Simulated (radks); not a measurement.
Trend from Rb3+ to Xe3+: ionisation energy by Delta-SCF between NIST ground configurations, and size. Method: Dirac Kohn-Sham, PBE, spin-unpolarised, spherical densities, finite nucleus; open shells fill j = l - 1/2 first; Fermi nuclear charge, rms radius of each element as measured or else 0.836 A^(1/3) + 0.57 fm; computed with a radial shooting solver on a logarithmic mesh with Libxc functionals.

species      configuration  configuration of the ion  IE (eV)  NIST (eV)       kind   -e(HOMO) (eV)  outermost  <r> outermost (bohr)  r at 0.001 e/bohr^3 (bohr)
Rb3+     [Ar] 3d10 4s2 4p4         [Ar] 3d10 4s2 4p3   53.122       52.2  semi-emp.  46.323 (4p3/2)      4p3/2                  1.58                        3.21
Sr3+     [Ar] 3d10 4s2 4p5         [Ar] 3d10 4s2 4p4   56.835     56.280  semi-emp.  49.710 (4p3/2)      4p3/2                  1.50                        3.15
Zr3+              [Kr] 4d1                      [Kr]   34.325     34.418       exp.  28.291 (4d3/2)      4d3/2                  1.83                        3.24
Nb3+              [Kr] 4d2                  [Kr] 4d1   37.020      37.61       exp.  30.689 (4d3/2)      4d3/2                  1.71                        3.29
Mo3+              [Kr] 4d3                  [Kr] 4d2   39.626       40.3  semi-emp.  33.006 (4d3/2)      4d3/2                  1.60                        3.29
Tc3+              [Kr] 4d4                  [Kr] 4d3   42.164         41     theory  35.259 (4d3/2)      4d3/2                  1.51                        3.26
Ru3+              [Kr] 4d5                  [Kr] 4d4   44.236         45     theory  37.093 (4d5/2)      4d5/2                  1.45                        3.22
Rh3+              [Kr] 4d6                  [Kr] 4d5   46.651         42     theory  39.233 (4d5/2)      4d5/2                  1.37                        3.18
Pd3+              [Kr] 4d7                  [Kr] 4d6   49.029         46     theory  41.341 (4d5/2)      4d5/2                  1.31                        3.13
Ag3+              [Kr] 4d8                  [Kr] 4d7   51.378         49     theory  43.422 (4d5/2)      4d5/2                  1.25                        3.08
Cd3+              [Kr] 4d9                  [Kr] 4d8   53.701         51     theory  45.481 (4d5/2)      4d5/2                  1.20                        3.03
In3+             [Kr] 4d10                  [Kr] 4d9   56.004      55.45       exp.  47.522 (4d5/2)      4d5/2                  1.16                        2.98
Sn3+         [Kr] 4d10 5s1                 [Kr] 4d10   41.122      40.74       exp.  35.952 (5s1/2)      5s1/2                  2.12                        3.33
Sb3+         [Kr] 4d10 5s2             [Kr] 4d10 5s1   44.290      43.80       exp.  38.895 (5s1/2)      5s1/2                  2.02                        3.45
Te3+     [Kr] 4d10 5s2 5p1             [Kr] 4d10 5s2   37.334     37.416       exp.  32.341 (5p1/2)      5p1/2                  2.18                        3.59
I3+      [Kr] 4d10 5s2 5p2         [Kr] 4d10 5s2 5p1   40.318      40.36       exp.  35.067 (5p1/2)      5p1/2                  2.07                        3.62
Xe3+     [Kr] 4d10 5s2 5p3         [Kr] 4d10 5s2 5p2   41.567       42.2       exp.  36.234 (5p3/2)      5p3/2                  2.03                        3.63

Reference values: NIST Atomic Spectra Database (exp. = measured, semi-emp. = semi-empirical, theory = theoretical value adopted there). Spin polarisation and multiplet splitting are left out, so open shells lie too high by an amount that depends on their filling.

Beside tabulated values, note that spin-unpolarised runs miss the spin-polarisation part of the exchange energy of open shells.
